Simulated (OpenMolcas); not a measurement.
# N2+, P2+, As2+, Sb2+, Bi2+: ns² np down the group

| Property | Result |
| --- | --- |
| Program | OpenMolcas 26.06 |
| Method | SS-CASPT2, IPEA 0.25 Eh, imaginary shift 0.1 Eh |
| Basis | ANO-RCC-VTZP |
| Scalar Hamiltonian | DKH2, point nucleus |
| Spin-orbit coupling | RASSI with atomic mean-field integrals over the reference wave functions, term energies averaged over their components |

Active space for each ion: 3 electrons in 4 orbitals (s p); closed shells correlated by CASPT2: N2+ 1s; P2+ 2s 2p; As2+ 3d; Sb2+ 4d; Bi2+ 5d.

Computed levels in cm-1 above ²P°_1/2:

```json
{"Level": "²P°_3/2", "N2+": "158", "P2+": "484", "As2+": "2610", "Sb2+": "5810", "Bi2+": "18060"}
{"Level": "weight of ²P° in the lowest level (%)", "N2+": "100", "P2+": "100", "As2+": "100", "Sb2+": "100", "Bi2+": "100"}
```

Measured, with the error of the calculation in %. Measured levels: N2+ from Moore, Selected Tables of Atomic Spectra, NSRDS-NBS 3, section 5; P2+ from Martin, Zalubas and Musgrove, J. Phys. Chem. Ref. Data 14, 751 (1985); As2+ from Moore, Atomic Energy Levels, vol. II, NSRDS-NBS 35 (1971 reprint of NBS Circular 467, 1952); Sb2+, Bi2+ from Moore, Atomic Energy Levels, vol. III, NSRDS-NBS 35 (1971 reprint of NBS Circular 467, 1958).

```
  Level         N2+          P2+          As2+          Sb2+           Bi2+
²P°_3/2  174 (-9.6)  559 (-13.4)  2940 (-11.3)  6576 (-11.6)  20788 (-13.1)
```

The fine-structure level ²P°_3/2 changes by a factor of 114 from N2+ to Bi2+.

Over all roots computed the reference weight is 0.88 to 0.99 in P2+, 0.89 to 0.99 in As2+, 0.86 to 0.94 in Sb2+, 0.84 to 0.93 in Bi2+; the roots of lowest weight are the least certain, and an intruder state may touch them. Measured partners are found by configuration, term and J. A level has none where our copy of the source lacks it or the pairing is in doubt (some pairs that miss far off the trend of their configuration count as doubtful), and it then counts in no deviation. Levels of configurations outside the active space are missing.

° marks odd parity.
